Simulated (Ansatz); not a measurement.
Geometry optimisation, RKS PBE/def2-SVP in Ansatz.

The input (input.yaml):

```yaml
crystal:
  periodic: [false, false, false]
  atoms:
    - { symbol: B, position_ang: [0.114208, -0.395983, -0.379365] }
    - { symbol: F, position_ang: [-0.37843, -0.098952, 2.07518] }
    - { symbol: H, position_ang: [1.034731, 0.38794, -0.284406] }
    - { symbol: H, position_ang: [-0.988581, -0.099858, -0.803715] }
    - { symbol: O, position_ang: [0.415989, -1.71659, -0.085263] }
    - { symbol: C, position_ang: [-0.596499, -2.720135, -0.168672] }
    - { symbol: H, position_ang: [-0.105189, -3.712026, -0.1679] }
    - { symbol: H, position_ang: [-1.278926, -2.658754, 0.704841] }
    - { symbol: H, position_ang: [-1.198437, -2.616667, -1.094364] }
    - { symbol: H, position_ang: [0.270934, -0.743174, 1.888664] }
basis:
  gaussian: { orbitals: def2-SVP }
hamiltonian:
  xc: pbe
relax:
  f_tol: 0.03
  max_steps: 50
output:
  orbitals: {}
```

Launched with:

```bash
$ ansatz run input.yaml --threads 2 --pin off --max-ram 3072MiB --backend cpu --events-out ev --progress --plain --runs-dir out
```

Question: Where does it end, and by what steps?

Answer: The run converged. After 24 steps the energy has fallen by 0.124 eV; F2 moved furthest, 1.50 Å.

```csv
step,energy less start (eV),largest force component (eV/Å),accepted
0,0.0000,0.877,yes
1,-0.0244,0.441,yes
2,-0.0321,0.773,yes
3,-0.0527,0.303,yes
4,-0.0628,0.386,yes
5,-0.0716,0.210,yes
6,-0.0754,0.422,yes
7,-0.0787,0.245,yes
8,-0.0837,0.118,yes
9,-0.0855,0.339,yes
10,-0.0912,0.208,yes
11,-0.0972,0.217,yes
12,-0.1035,0.127,yes
13,-0.1071,0.194,yes
14,-0.1050,0.818,no
15,-0.1137,0.040,yes
16,-0.1173,0.285,yes
17,-0.1189,0.258,yes
18,-0.1089,0.478,no
19,-0.1212,0.115,yes
20,-0.1229,0.108,yes
21,-0.1236,0.095,yes
22,-0.1241,0.062,yes
23,-0.1243,0.035,yes
24,-0.1244,0.020,yes
```

```xyz
10
Properties=species:S:1:pos:R:3
B 0.148 -0.291 -0.840
F -0.045 -1.388 2.773
H 0.778 0.715 -0.583
H -0.337 -0.532 -1.933
O -0.006 -1.177 0.175
C -0.723 -2.415 0.058
H 0.000 -3.252 0.135
H -1.422 -2.476 0.912
H -1.263 -2.469 -0.908
H 0.159 -1.090 1.896
```

Whether the end is a true minimum wasn't checked by a vibrational analysis.

The run took 33 s on 2 threads of Arm Neoverse V2, on a shared host, peak memory 0.14 GiB.
